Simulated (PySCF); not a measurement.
A side-by-side comparison of computed properties.

First species: C6H5NS.
Cartesian coordinates in Å at the GFN2-xTB level; atoms count from 1:
```
atom  x, y, z in Å
C1    -2.3519    0.2366   -0.1595
C2    -1.2686   -0.7837    0.1928
C3     0.0486   -0.2906   -0.1107
C4     1.1443    0.1473   -0.3764
C5     2.3990    0.6705   -0.6927
S6     2.6241    2.1358   -1.4116
C7     3.5283   -0.1165   -0.3646
N8     4.4680   -0.7224   -0.1099
H9    -2.3208    0.4743   -1.2200
H10   -3.3328   -0.1668    0.0785
H11   -2.2066    1.1553    0.4035
H12   -1.3112   -1.0278    1.2589
H13   -1.4248   -1.7114   -0.3671
```

Second species: C4H3F2O (charge +1).
SMILES: `FC(F)O[C+]1C=C1`

Levels: PBE0/def2-SVPD for HOMO energy, LUMO energy, HOMO–LUMO gap, static isotropic polarisability and electronic spatial extent ⟨r²⟩ about the centre of nuclear charge; TDDFT PBE0/def2-SVPD for lowest singlet excitation; TDA PBE0/def2-SVPD for lowest triplet excitation (Tamm–Dancoff); GFN2-xTB for rotational constant A and rotational constant C. Geometries: GFN2-xTB. Each structure is a single optimised conformer of the isolated species, non-relativistic unless stated; the electronic structure was computed with PySCF and density fitting.

Dipoles, sizes and rotational constants follow the conformer. The torsions of the flexible species, by atom-mapped SMILES:
- `[F:1][CH:2]([F:3])[O:4][c+:5]1[cH:6][cH:7]1`: F1–C2–O4–C5 59°, C2–O4–C5–C6 180°

| property | column X | column Y |
| --- | --- | --- |
| HOMO energy | -15.94 eV | -7.28 eV |
| LUMO energy | -7.39 eV | -3.87 eV |
| HOMO–LUMO gap | 8.55 eV | 3.41 eV |
| lowest singlet excitation | 6.70 eV | 1.78 eV |
| lowest triplet excitation (Tamm–Dancoff) | 5.77 eV | 1.28 eV |
| static isotropic polarisability | 42.8 au | 106.3 au |
| electronic spatial extent ⟨r²⟩ about the centre of nuclear charge | 648 bohr² | 1651 bohr² |
| rotational constant A | 5.871 GHz | 3.021 GHz |
| rotational constant C | 1.871 GHz | 0.651 GHz |

Which column belongs to which species?

Column X is the second species and column Y the first. The first has 13 atoms and 64 electrons, the second 10 and 52; their charges are 0 and +1, their HOMO energies -7.28 eV and -15.94 eV.

How does each property change from the first species to the second?

HOMO energy -8.66 eV; LUMO energy -3.52 eV; HOMO–LUMO gap +5.14 eV; lowest singlet excitation +4.92 eV; lowest triplet excitation (Tamm–Dancoff) +4.49 eV; static isotropic polarisability -63.5 au; electronic spatial extent ⟨r²⟩ about the centre of nuclear charge -1003 bohr²; rotational constant A +2.850 GHz; rotational constant C +1.220 GHz.

On the first: S1 lies 1.63 eV below the HOMO–LUMO gap; its leading configuration is HOMO→LUMO, weight 1.00. 1 of the 6 computed singlets lies in the visible range (750 to 380 nm, 1.65 to 3.26 eV), with an oscillator strength of 0.000.

On the second: In wavenumbers S1 is 54100 cm⁻¹ (1 eV = 8065.54 cm⁻¹). The polarisability is 6.35 Å³ as a volume (1 au = 0.148185 Å³), or 0.82 au for each of the 52 electrons.
